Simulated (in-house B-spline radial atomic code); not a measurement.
# Response and correlation of neutral helium

Closed shell 1s2. Computed with a B-spline radial code for spherical atoms: Dirac-Hartree-Fock, relativistic RPA (time-dependent Dirac-Hartree-Fock) for the response and second-order many-body perturbation theory for correlation, no-pair Dirac-Coulomb Hamiltonian, finite nucleus.

Command:
```bash
python run_mb.py task.json out
```
Settings (nuclear radius in fm, box in bohr, cutoff in hartree):
```
basis_form          2
Z                   2
core_configuration  1s2
rms_radius          1.6755
mass_number         4
speed_of_light      137.036
box_radius          45.0
lmax                7
intervals           71
virtual_cutoff      2000.0
```

Cost of the run: 0.6 s on 1 thread of AMD EPYC 7R43 64-Core Processor (shared host).

```tsv
multipole (bohr³, bohr⁵, bohr⁷)	uncoupled	coupled RPA
dipole	0.99707	1.322
quadrupole	1.8	?
octupole	8.2076	10.007
```

What is the coupled quadrupole polarisability?

2.3258 atomic units, +29 % against the uncoupled value.

Which subshells carry the dipole polarisability?

1s1/2 100.0 %.

What does the dipole shielding factor come to?

The dipole shielding factor is 1.000, against the exact N/Z = 2/2 = 1.000 of the non-relativistic theorem.

Dipole polarisability at imaginary frequency:

```
u (Eh)  α(iu) (bohr³)
     0          1.322
  0.05          1.319
  0.15          1.292
   0.3           1.21
   0.5          1.056
     1         0.6843
     2         0.3061
     5        0.06907
```

What dispersion coefficients follow for two such atoms?

C6 = (3/π)∫α(iu)²du = 1.375 hartree·bohr⁶ and C8 = 13.18 hartree·bohr⁸. The literature value of C6 is 1.42 (Chu and Dalgarno (2004); Tang, Norbeck and Certain (1976)).

How good is RPA here?

The recommended dipole polarisability is 1.38375 bohr³ (Schwerdtfeger and Nagle, table of static dipole polarizabilities (2023 update)); RPA is off by -4 %, the part due to correlation beyond RPA.

Lowest J = 1 odd-parity excitations:

```
energy (eV)  oscillator strength  leading channel  weight
     21.217             1.57e-09     1s1/2 → p1/2   0.667
     21.688                0.252     1s1/2 → p3/2   0.667
```

Second-order correlation energy by the highest angular momentum of the excited pair (hartree): s -0.0135, p -0.01898, d -0.003192, f -0.0009317, g -0.0003606, h -0.0001663, i -8.635e-05, k -4.887e-05.

What is the second-order correlation energy at the partial-wave limit?

The listed waves sum to -0.037262 hartree; extrapolating the increments as (l + 1/2)⁻⁴ gives -0.037362 hartree, -0.508 eV per electron.
